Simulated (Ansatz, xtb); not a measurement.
## Two isomers of C3H6N2OSi

Structure a is `On1cnc([SiH3])c1`, a singlet and structure b is `On1ccnc1[SiH3]`, a singlet. Both are isolated molecules in the gas phase, relaxed with B3LYP/def2-SVP; the shapes shown needn't be the lowest conformers.

a (Å):

```xyz
13

C     1.0321    1.4785    0.5741
C     0.2870    0.1751   -0.9850
C    -0.5775    0.0233    0.0868
N    -0.0784    0.8476    1.0638
N     1.2794    1.0883   -0.6518
O    -0.6561    1.0837    2.2842
Si    0.2380   -0.6488   -2.6650
H    -0.2810    0.4203    2.8875
H     1.5908    2.2007    1.1700
H    -0.9436   -1.5621   -2.7109
H     1.4728   -1.4501   -2.9069
H     0.1109    0.3594   -3.7566
H    -1.4762   -0.5677    0.2438
```

b (Å):

```xyz
13

C     1.5679    1.4815   -0.0233
C     2.1302    0.7134   -1.0239
C     0.1203   -0.0556   -0.7792
N     0.3048    0.9680    0.1189
N     1.2384   -0.2197   -1.4763
O    -0.6659    1.4670    0.9506
Si   -1.4793   -1.0231   -0.9820
H    -0.5766    0.9788    1.7868
H     1.9226    2.3150    0.5773
H     3.1354    0.7951   -1.4370
H    -2.5525   -0.1675   -1.5641
H    -1.9535   -1.5135    0.3474
H    -1.2007   -2.1765   -1.8747
```

Quicker runs give these differences E(b) − E(a): GFN2-xTB −10.71 kJ/mol; HF/STO-3G +9.79 kJ/mol (at GFN2-xTB geometries); r2SCAN-D4/def2-SVP +6.18 kJ/mol (at GFN2-xTB geometries).

Task: Estimate E(b) − E(a) at the level CCSD(T)/def2-SVP + ΔMP2/def2-TZVPP.

Result: Too close to call at this level: CCSD(T)/def2-SVP + ΔMP2/def2-TZVPP gives E(b) − E(a) = −1.93 kJ/mol.

How the difference moves with the method:

| level | geometry | E(b) − E(a) (kJ/mol) | departure from the last row (kJ/mol) | job, with rough time for the two |
| --- | --- | --- | --- | --- |
| GFN2-xTB | GFN2-xTB | −10.71 | −8.78 | optimisation, 0.62 s |
| HF/STO-3G | GFN2-xTB | +9.79 | +11.72 | single point, 0.84 s |
| r2SCAN-D4/def2-SVP | GFN2-xTB | +6.18 | +8.12 | single point, 5.5 s |
| B3LYP/def2-SVP | B3LYP/def2-SVP | −3.44 | −1.51 | optimisation, 2 min |
| HF/def2-SVP | B3LYP/def2-SVP | +2.25 | +4.18 | part of the CCSD(T) run |
| MP2/def2-SVP | B3LYP/def2-SVP | −3.62 | −1.68 | part of the CCSD(T) run |
| CCSD(T)/def2-SVP | B3LYP/def2-SVP | −2.46 | −0.53 | single point |
| CCSD(T)/def2-SVP + ΔMP2/def2-TZVPP | B3LYP/def2-SVP | −1.93 |  | single point, 83 s |

As drawn, both hold the same kinds of bond in the same numbers.

The largest departure from CCSD(T)/def2-SVP + ΔMP2/def2-TZVPP is that of HF/STO-3G, 11.72 kJ/mol. The last row adds to CCSD(T) the change of the MP2 difference between the two basis sets, here +0.53 kJ/mol.

With thermal terms from frequencies at re-optimised GFN2-xTB minima (ideal gas, soft modes damped towards free rotors, one conformer each, 298.15 K, 1 atm): on the last row, ΔE + ΔZPE = −0.95, ΔH = −1.31, ΔG = −0.33 kJ/mol.

The correlated steps freeze 11 core orbitals. Programs: Ansatz 0.2.0, xtb 6.7.1; the last row on 2 threads of Intel(R) Xeon(R) Platinum 8259CL CPU @ 2.50GHz (Skylake/Cascade Lake) on a shared host.
